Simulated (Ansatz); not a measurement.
The same molecule with X = B, Ga, In. Ansatz, PBE0-D4/def2-TZVP geometries, multiplicity 1. Each molecule was computed in one conformer, which needn't be the lowest.

Elements past krypton have def2 core potentials. Scalar relativity is left out up to krypton.

```
 X         molecule  mean X–H bond length / Å  mean X–N bond length / Å  HOMO energy (PBE0/def2-TZVPP) / eV  zero-point energy (PBE0-D4/def2-TZVP) / kJ/mol  size of the dipole moment (B3LYP/def2-TZVPP) / D
Ga  `C=C[NH][GaH2]`                     1.558                     1.834                               -6.06                                           191.2                                              0.84
In  `C=C[NH][InH2]`                     1.708                     2.039                               -5.70                                           185.2                                              1.46
```

Q: Give the row for X = B, `BNC=C`. (Best estimate.)

A: The calculation gave: 
```csv
X,molecule,mean X–H bond length / Å,mean X–N bond length / Å,HOMO energy (PBE0/def2-TZVPP) / eV,zero-point energy (PBE0-D4/def2-TZVP) / kJ/mol,size of the dipole moment (B3LYP/def2-TZVPP) / D
B,`BNC=C`,1.195,1.395,-6.89,214.9,1.16
```

From B to In the mean X–H bond length rises at each step, by 0.513 Å in all; the mean X–N bond length rises at each step, by 0.644 Å in all; the HOMO energy (PBE0/def2-TZVPP) rises at each step, by 1.19 eV in all; the zero-point energy (PBE0-D4/def2-TZVP) falls at each step, by 29.7 kJ/mol in all. Bonds lengthen as the atom grows down the group. Dipoles are sizes alone, and their direction can turn along the series.

B3LYP here is the variant with VWN-RPA as its local correlation; programs differ in this.
